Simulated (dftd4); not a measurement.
disilicic acid (H6O7Si2), singlet, at a GFN2-xTB geometry; dftd4 with D4 for b97d.

dftd4 was given this input:
```
$ dftd4 mol.xyz --func b97d --charge 0 --json dftd4.json --noedisp --property

# file mol.xyz
15

O      2.79480622     0.38354433     0.45298601
Si     1.39657057    -0.42578146     0.36005253
O      1.40826964    -1.47604778    -0.86558218
O      1.17840500    -1.21446863     1.75406439
O      0.20610636     0.67775399     0.12016386
Si    -1.33571732     0.52713486    -0.32668733
O     -1.77408327     1.90023071    -1.07930675
O     -1.43148514    -0.79897765    -1.27015769
O     -2.37053550     0.29451132     0.89627042
H      3.12550669     0.82125491    -0.32565780
H      0.54854301    -1.73427827    -1.19805730
H      1.34739105    -0.75841879     2.57348028
H     -1.17309060     2.29927317    -1.70145853
H     -2.29689945    -1.17392058    -1.41271921
H     -2.49526227     0.99477171     1.52979510
```

Question: Write the output that dftd4 gives for this input, abridged.

Answer: 
```
                    ____  _____ _____     ____  _  _
      -------------|  _ \|  ___|_   _|---|  _ \| || |------------
     |             | | | | |_    | | ___ | | | | || |_           |
     |             | |_| |  _|   | ||___|| |_| |__   _|          |
     |             |____/|_|     |_|     |____/   |_|            |
     |             ===================================           |
     |            E. Caldeweyher, S. Ehlert & S. Grimme          |
     |          Mulliken Center for Theoretical Chemistry        |
     |                    University of Bonn                     |
      -----------------------------------------------------------

Rational (Becke-Johnson) damping: b97d-D4-ATM
---------------------
  s6         1.0000
  s8         1.6946
  s9         1.0000
  a1         0.2890
  a2         4.1341
 alp        16.0000
--------------------

Atomic data, radii in Ångström:
------------------------------------------------------
   Z          R(cov)      r4/r2   hardness         EN
------------------------------------------------------
   8 O        0.8400     1.3725     0.5869     3.4400
  14 Si       1.3867     2.5839     0.3054     1.9000
   1 H        0.4267     1.0622     0.4726     2.2000
------------------------------------------------------

Atomic reference systems (in atomic units):
----------------------------------------------------------------------------
   Z        #      CN     q+Z       C6(AA)   #      CN     q+Z       C6(AA)
----------------------------------------------------------------------------
   8 O      1  0.0000  8.0000      15.5711   2  0.8042  7.6453      20.8489
            3  1.6112  7.4012      24.8631   4  0.9798  8.0000      14.9880
  14 Si     1  0.0000 14.0000     321.4498   2  0.8915 14.0165     270.4983
            3  1.8234 13.9936     236.2774   4  2.8003 13.9692     228.3542
            5  3.6668 13.9341     158.2713
   1 H      1  0.0000  1.0000       7.6362   2  0.8942  1.0000       3.0374
----------------------------------------------------------------------------

Atomic properties (in atomic units):
----------------------------------------------------------------------------
     #    Z              CN          q      C6(AA)        C8(AA)   alpha(0)
----------------------------------------------------------------------------
     1    8 O        1.5760    -0.4462     21.6583      437.0759     6.2919
     2   14 Si       3.3186     0.5997    149.7935    10714.2292    23.8422
     3    8 O        1.5756    -0.4398     21.5297      434.4814     6.2732
     4    8 O        1.5760    -0.4347     21.4262      432.3928     6.2581
     5    8 O        1.5394    -0.3496     19.8375      400.3309     6.0194
     6   14 Si       3.3139     0.5961    150.5232    10766.4191    23.9415
     7    8 O        1.5758    -0.4562     21.8615      441.1774     6.3213
     8    8 O        1.5756    -0.4790     22.3332      450.6961     6.3891
     9    8 O        1.5759    -0.4498     21.7307      438.5369     6.3024
    10    1 H        0.8120     0.3061      0.7016        8.4818     1.3151
    11    1 H        0.8160     0.3235      0.6526        7.8887     1.2680
    12    1 H        0.8120     0.3069      0.6993        8.4535     1.3129
    13    1 H        0.8111     0.3045      0.7063        8.5385     1.3196
    14    1 H        0.8123     0.3121      0.6845        8.2746     1.2990
    15    1 H        0.8121     0.3065      0.7005        8.4680     1.3141
----------------------------------------------------------------------------

Molecular properties (in atomic units):
----------------------------------------
 molecular C6                3724.1378
 molecular C8              133075.5684
----------------------------------------

Dispersion energy:      -6.2252493264703E-02 Eh

[Info] JSON dump of results written to 'dftd4.json'
```
